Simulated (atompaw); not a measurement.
## Pseudopotential generation for Au: PAW (atompaw), PBE, scalar-relativistic.

atompaw 4.2.0.5 input, output lines left out:

```
Au 79
GGA-PBE scalarrelativistic loggrid 2001 logderivrange -10 5 376
6 6 5 4 0 0
6 0 1
6 1 0
0 0 0
c
c
c
c
v
v
c
c
c
v
v
c
c
v
c
2
2.60 1.95 2.50 2.25
n
n
y
0.8
n
custom polynom gramschmidtortho gaussian
3 0 troulliermartins
1.20
2.60
1.40
1.65
2.60
2.60
```

Calculated quality:

```json
{"Cutoffs needed": "50 Ry and 80 Ry (the cutoffs (Ry, on a coarse ladder) from which the occupation-weighted sum of valence levels, in a spherical-Bessel basis at the reference potential, stays within 10 and 1 mRy of its value at 400 Ry)", "Ghost test": "no extra level below or beside the all-electron valence levels (s, p, d, f tested) (spherical-Bessel basis up to 400 Ry, 20 bohr box)", "Lowest eigenvalue of the overlap operator": "0.36 (s channel)", "Overlap eigenvalues printed by atompaw (projector basis)": "0.258, 0.83, 3.31, 11.2, 181, 204", "Share of each valence orbital outside the PAW sphere": "5s 0 %, 6s 54 %, 5p 0 %, 6p 90 %, 5d 10 %"}
```

Generation and tests took about 9 s on one core of a shared server CPU.
